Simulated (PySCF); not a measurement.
GeSe, SMILES [Ge]=[Se] (connectivity only; charge and spin as stated), neutral, multiplicity 1. Coordinates come from a PBE0-D3(BJ)/def2-TZVP optimisation.

TDDFT-CAM-B3LYP/def2-TZVPD run with PySCF puts the lowest singlet excitations at 3.34, 3.65, 3.65, 3.83, 3.83, 5.34 eV.

Question: What are the lowest excitation roots from PySCF with ADC(2)/aug-cc-pVDZ? (Estimate from the structure and the level; the computed values follow.)

Answer: 3.64, 3.73, 3.73, 4.04, 4.04, 4.88 eV. S1 differs by 0.30 eV (second minus first; roots are paired by order, and the bases may differ).
